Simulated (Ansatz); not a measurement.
**Ligand exchange: AuCl + GeH2(CH3)(SH) → AuSH + GeH2(CH3)Cl**

Species: AuCl (gold monochloride), singlet; GeH2(CH3)(SH), singlet; AuSH `[SH][Au]`, singlet; GeH2(CH3)Cl, singlet. The partners trade Cl for SH: Au–Cl and Ge–SH bonds give way to Au–SH and Ge–Cl.

Shapes, held fixed at every level: PBE0-D4/def2-TZVP. Flexible molecules stand in one conformer, not always the lowest. Programs: Ansatz 0.2.0. The zero-point and thermal change to 298 K, harmonic and unscaled (PBE0-D4/def2-TZVP), is -1.0 kJ/mol.

```
              level                    kind  ΔH(298 K) (kJ/mol)  less CCSD(T)/def2-TZVPP  CPU time (sum over the molecules)
        HF/def2-SVP            Hartree–Fock               -28.9                    +26.5                                  –
      HF/def2-TZVPP            Hartree–Fock               -31.1                    +24.3                                  –
   SPW92/def2-TZVPP                     LDA               -64.7                     -9.3                              7.8 s
  PBE-D4/def2-TZVPP                     GGA               -58.0                     -2.6                               15 s
BHLYP-D4/def2-TZVPP           global hybrid               -46.4                     +9.0                               18 s
 wB97X-V/def2-TZVPP  range-separated hybrid               -44.8                    +10.6                               43 s
 CCSD(T)/def2-TZVPP   coupled cluster or CI               -55.4                      0.0                            3.3 min
```

The highest level, CCSD(T)/def2-TZVPP, gives ΔH(298 K) = -55.4 kJ/mol; the levels span -64.7 to -28.9. The column of differences is taken from that level and isn't an error. No measured value is set beside it here. For atoms past krypton def2 sets carry core potentials with scalar relativity. Relativity is left out for Ge. Outer-core shells of Au, Ge are correlated, in sets that cover them unevenly. Times are processor times on shared x86 and Arm servers, and rough.
